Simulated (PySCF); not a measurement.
Work out the structure from these simulated measurements.

Elements present: B, C, H and O. Monoisotopic mass: 154.1165 u.

* NMR, other nuclei: isotropic shieldings of nuclei other than C and H, by class: 74 (1 B), 226 (2 O) ppm [GIAO KT2/pcSseg-1]
* 13C NMR: chemical shifts (computed TMS as zero) by class: 52.7 (2 C), 37.3 (1 C), 35.7 (1 C), 30.1 (1 C), 25.1 (1 C), 20.4 (1 C), 9.7 (1 C) ppm [GIAO KT2/pcSseg-1]
* 1H NMR: chemical shifts (computed TMS as zero) by class: 3.64 (6 H), 2.49 (1 H), 2.30 (1 H), 2.17 (1 H), 2.01 (1 H), 1.81 (1 H), 1.80 (1 H), 0.98 (1 H), 0.71 (1 H), -0.21 (1 H) ppm [GIAO KT2/pcSseg-1]
* UV, first state: lowest singlet excitation: 7.23 eV (171 nm, f = 0.046) [TDDFT CAM-B3LYP/def2-SVPD]
* UV, strongest line: among the 10 lowest singlet transitions: S3 at 7.63 eV (163 nm, f = 0.074) [TDDFT CAM-B3LYP/def2-SVPD]
* Rotational structure: rotational constants A, B, C: 1.684, 0.711, 0.597 GHz [PBE0-D3(BJ)/def2-SVP]

Electronic properties: PySCF, gas phase, density fitting. Levels stand in brackets. NMR shifts are as computed; neighbouring signals can stand in another order in a measured spectrum. Geometry: PBE0-D3(BJ)/def2-SVP, one conformer, isolated molecule. NMR classes are plain means over equivalent atoms (diastereotopic ones count apart unless rotation or inversion swaps them), as if these changed places fast.

Problem. Which formula fits the mass and the elements?

Solution. C8H15BO2 (calculated 154.1165). No other formula that holds each of these elements comes within 0.0003 u with a fitting electron parity and a possible valence count.

Problem. What is the compound? Reason from the data.

Solution. Numbering: `[CH3:1][O:2][B:3]([O:4][CH3:5])[C@@H:6]1[CH2:7][C:8]12[CH2:9][CH2:10][CH2:11]2`. 8 carbons fall into 7 classes; from least to most shielded: methoxy carbon [C1/C5] (52.7 ppm, 2 C, up to 3.0 ppm apart in this geometry), four-membered-ring carbon [C11] (37.3 ppm), four-membered-ring carbon [C9] (35.7 ppm), sp3 carbon at a ring junction [C8] (30.1 ppm), three-membered-ring carbon [C7] (25.1 ppm), four-membered-ring carbon [C10] (20.4 ppm), ring sp3 carbon bound to boron [C6] (9.7 ppm). Hydrogen classes from least to most shielded: 6 H on 2 methoxy carbons, C1/C5 (3.64 ppm, a mean of values up to 0.6 ppm apart in this geometry), 1 H on a four-membered-ring carbon, C11 (2.49 ppm), 1 H on a four-membered-ring carbon, C9 (2.30 ppm), 1 H on a four-membered-ring carbon, C10 (2.17 ppm), 1 H on a four-membered-ring carbon, C9 (2.01 ppm), 1 H on a four-membered-ring carbon, C11 (1.81 ppm), 1 H on a four-membered-ring carbon, C10 (1.80 ppm), 1 H on a three-membered-ring carbon, C7 (0.98 ppm), 1 H on a three-membered-ring carbon, C7 (0.71 ppm), 1 H on an sp3 carbon bound to boron, C6 (-0.21 ppm). The other shieldings belong to: 74 ppm, three-coordinate boron [B3]; 226 ppm, boron-bound oxygen [O2/O4]. The optimised geometry has point group C1 and is an asymmetric top. Structure: `COB(OC)[C@@H]1CC12CCC2`. The assignments are read from this structure; whether some other isomer fits the data as well wasn't checked. The mirror image fits equally.

The values belong to the conformer `[CH3:1][O:2][B:3]([O:4][CH3:5])[C@@H:6]1[CH2:7][C:8]12[CH2:9][CH2:10][CH2:11]2`: C1–O2–B3–O4 180°, O2–B3–O4–C5 -1°, O2–B3–C6–C7 -158°.
